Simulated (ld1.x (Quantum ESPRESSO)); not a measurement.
Transferability test, TM potential for praseodymium

| Property | Result |
| --- | --- |
| Element | praseodymium |
| Generator | ld1.x (Quantum ESPRESSO) 7.5 |
| Type | norm-conserving Troullier–Martins (Kleinman–Bylander form) |
| Functional | LDA (PZ) |
| Relativity | non-relativistic |
| Frozen core | [Kr] 4d10 |
| Valence charge | 13 |
| Reference configuration | 4f2 5s2 5p6 5d0 6s0 6p0 (charge +3) |
| Partial waves | 5s (bound): rc 1.65 bohr; 5p (bound): rc 2.15 bohr; 4f (bound): rc 1.50 bohr; 5d (bound, empty): rc 2.25 bohr |
| Local potential | the d channel |
| Core correction | none |

Energies are relative to the spin-unpolarised reference configuration 4f2 5s2 5p6 5d0 6s0 6p0; without spin polarisation the order of configurations can differ from experiment. Spin-polarised rows fill each open shell by Hund’s rule, majority spin first. Not all tests gave a result: 4 of 9 tests not solved or not reliable. Left out of the table: 4f3 5s2 5p6 5d0 6s1 6p0 (solver errors, printed error -1.4 eV); 4f2 5s2 5p6 5d0 6s2 6p0 (solver errors, printed error -930 eV); 4f2 5s2 5p6 5d1 6s2 6p0 (solver errors, printed error -689 eV); 4f3 5s2 5p6 5d0 6s2 6p0 (spin-polarised) (solver errors, printed error -997 eV).

(1) Give the all-electron excitation energy and the error of the potential for: 4f3 5s2 5p6 5d0 6s2 6p0; 4f3 5s2 5p6 5d0 6s0 6p0; 4f3 5s2 5p6 5d0 6s1.5 6p0; 4f3 5s2 5p6 5d1 6s0 6p0; 4f2 5s2 5p6 5d0 6s0 6p0 (spin-polarised).

Levels in the configuration 4f3 5s2 5p6 5d0 6s1.5 6p0:

```json
{"level": "4f", "all-electron (eV)": "-6.967", "pseudo (eV)": "-8.373"}
{"level": "5s", "all-electron (eV)": "-38.019", "pseudo (eV)": "-38.707"}
{"level": "5p", "all-electron (eV)": "-23.913", "pseudo (eV)": "-24.580"}
{"level": "6s", "all-electron (eV)": "-5.588", "pseudo (eV)": "-5.547"}
```

Note: ghost states, extra bound levels that the all-electron valence spectrum of the same l lacks: s at -611.6 eV, p at -29.4 eV. A true bound ghost makes a file unfit for plane-wave use.

Results:

(1)

```csv
valence configuration,charge,ΔE all-electron (eV),error AE − PS (meV)
4f3 5s2 5p6 5d0 6s2 6p0,0,-40.842,+686
4f3 5s2 5p6 5d0 6s0 6p0,+2,-24.946,+837
4f3 5s2 5p6 5d0 6s1.5 6p0,+0.5,-38.603,+702
4f3 5s2 5p6 5d1 6s0 6p0,+1,-35.061,+1006
4f2 5s2 5p6 5d0 6s0 6p0 (spin-polarised),+3,-0.693,+2505
```

These tests converged, but a pseudo level misses the all-electron one widely, so the file describes the atom poorly there or has found another state: 4f3 5s2 5p6 5d0 6s2 6p0: 4f by 1.4 eV; 4f3 5s2 5p6 5d0 6s0 6p0: empty 6p by 2.8 eV; 4f3 5s2 5p6 5d0 6s1.5 6p0: 4f by 1.4 eV.
